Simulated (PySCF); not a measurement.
Computed shifts of a molecule C3H4ClNSi, HF/pcSseg-1 in PySCF, GIAO, gas phase, equivalent atoms averaged, in ppm (number of nuclei): ²⁹Si: 5.6 (1). ¹³C: 187.0 (1), 156.1 (1), 154.4 (1). ¹⁵N: 372.0 (1). ¹H: 8.92 (1), 7.38 (1), 7.38 (1), 5.35 (1). References: ³⁵Cl against HCl (σ = 958.2 ppm); ²⁹Si against TMS (σ = 393.8 ppm); ¹³C against TMS (σ = 192.6 ppm); ¹⁵N against NH3 (σ = 267.3 ppm); ¹H against TMS (σ = 31.99 ppm), references at their B3LYP-D3(BJ)/def2-TZVP geometries, non-relativistic (without spin–orbit terms, shifts of atoms bonded to Cl or Br come out too high). Coordinates come from a B3LYP-D3(BJ)/def2-SVP optimisation. The values are those of a single conformer.

### Question
Which structure fits?
A) Cl[Si@@H]1C=CN=C1
B) Cl[Si@H]1C=CC=N1
C) C#C/C=N/[SiH2]Cl
D) N#C/C=C(\[SiH3])Cl

### Answer
B, Cl[Si@H]1C=CC=N1
